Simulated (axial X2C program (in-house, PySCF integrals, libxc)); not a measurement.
**Spin–orbit effects along a row: molecules with Bi, PBE0**

Calculated with an in-house relativistic program for diatomic molecules, spin-free (one-electron X2C) or two-component (2c: spin–orbit coupling with atomic mean-field Coulomb and Gaunt terms, which also bring small scalar terms), in Dyall basis sets with cores contracted in-house; open shells are unrestricted.

Basis sets: As dyall-cv3z, Bi dyall-cv3z, Bi dyall-v3z, Br dyall-cv3z, Cu dyall-v3z, Ga dyall-cv3z, K dyall-cv3z, Sc dyall-cv3z.

```csv
molecule,spin-free state,Re (Å),ωe (cm⁻¹),De (eV),2c state,Re 2c (Å),ωe 2c (cm⁻¹),De 2c (eV)
KBi,"M_S = 1, Λ = 0",3.369,134.1,1.14,Ω = 1,3.323,126.1,0.99
ScBi,"M_S = 2, Λ = 2",2.975,176.9,1.18,Ω = 4,2.837,185.3,1.16
CuBi,"M_S = 1, Λ = 0",2.482,204.2,1.81,Ω = 0,2.501,194.8,1.65
GaBi,"M_S = 1, Λ = 0",2.834,157.0,1.69,Ω = 1,2.717,154.4,n/a
BiAs,"M_S = 0, Λ = 0",2.350,327.1,2.78,Ω = 0,2.370,305.1,2.40
BiBr,"M_S = 1, Λ = 0",2.575,228.2,2.73,Ω = 0,2.630,204.1,2.67
```

**Question.** Work out the shifts from the spin-free to the two-component result.

**Answer.** 

```json
{"molecule": "KBi", "2c state": "Ω = 1", "ΔRe (Å)": "-0.046", "Δωe (cm⁻¹)": "-8.0", "ΔDe (eV)": "-0.15"}
{"molecule": "ScBi", "2c state": "Ω = 4", "ΔRe (Å)": "other state", "Δωe (cm⁻¹)": "other state", "ΔDe (eV)": "n/a"}
{"molecule": "CuBi", "2c state": "Ω = 0", "ΔRe (Å)": "0.019", "Δωe (cm⁻¹)": "-9.4", "ΔDe (eV)": "-0.16"}
{"molecule": "GaBi", "2c state": "Ω = 1", "ΔRe (Å)": "-0.117", "Δωe (cm⁻¹)": "-2.6", "ΔDe (eV)": "n/a"}
{"molecule": "BiAs", "2c state": "Ω = 0", "ΔRe (Å)": "0.020", "Δωe (cm⁻¹)": "-22.0", "ΔDe (eV)": "-0.38"}
{"molecule": "BiBr", "2c state": "Ω = 0", "ΔRe (Å)": "0.055", "Δωe (cm⁻¹)": "-24.1", "ΔDe (eV)": "-0.06"}
```

Shifts of one unit in the last digit are rounding.

Each entry is the lowest single determinant of a limited PBE0 search at one distance. De goes to single-determinant-based atoms at the same level (for ions the charge split of lowest energy) and is withheld (n/a) where an atom does not fit its ground term or J level. Main or longest-lived isotopes. One determinant is a doubtful description, or other states lie close, for KBi, ScBi, CuBi, GaBi, BiBr; these need not be ground states, and all values refer to the states named. Some open-shell Ω = 0 determinants are out of reach, so the Ω given for KBi, GaBi need not be the lowest component. With several unpaired electrons the Ω given is that of one determinant, not necessarily of the lowest component. Some light 2c atoms are not at their ground J level, so De misses part of their lowering (0.04 eV or less). The functionals have no current term, which raises determinants with orbital currents. The lowest determinant changes configuration between the Hamiltonians for ScBi, so two states are compared there.
